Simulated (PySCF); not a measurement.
LaCl: frontier orbitals

r²SCAN at R = 2.549 Å; PySCF, spin-free X2C with a Gaussian nucleus, basis sets La x2c-TZVPall, Cl x2c-TZVPall. State: triplet, about 0.1 electrons in the 4f shell (Mulliken). Only the outer orbitals are listed, counted within each symmetry.

```csv
spin,orbital,occ.,ε (eV),on La (%),main shells (%)
α,15σ,1,-19.38,16,"84 Cl s, 15 La p"
α,16σ,1,-7.99,14,"85 Cl p, 10 La d"
α,8π,1,-7.57,8,92 Cl p
α,8π,1,-7.57,8,92 Cl p
α,17σ,1,-3.69,99,"78 La s, 19 La d"
α,3δ,1,-3.38,100,100 La d
α,3δ,0,-2.30,100,100 La d
α,9π,0,-2.23,96,"78 La d, 18 La p"
α,9π,0,-2.23,96,"78 La d, 18 La p"
β,15σ,1,-19.37,19,"82 Cl s, 17 La p"
β,16σ,1,-7.96,13,"87 Cl p, 9 La d"
β,8π,1,-7.57,6,94 Cl p
β,8π,1,-7.57,6,94 Cl p
β,17σ,0,-1.73,100,88 La s
β,3δ,0,-1.35,100,100 La d
β,9π,0,-1.31,95,"86 La d, 8 La p"
```

Which are the highest filled and the lowest empty level, where do they sit, and how wide is the gap?

Highest filled α 3δ at -3.38 eV (in %: 100 La d); lowest empty α 3δ at -2.30 eV (in %: 100 La d); the gap at r²SCAN is 1.08 eV. Both belong to one degenerate shell, split only by its one-sided filling, so this is no excitation gap.

```
bond order (Mayer)                               : 1.00
⟨S²⟩                                             : 2.004
charge on La (Mulliken, basis-dependent)         : 0.47
charge on La (Löwdin, basis-dependent)           : 0.05
dipole moment (positive dipole means La(−)Cl(+)) : -4.68 D
```

Spin–orbit coupling is left out. The state is the lowest single determinant that the PBE0 search found; with open d or f shells the true ground state can be another one.
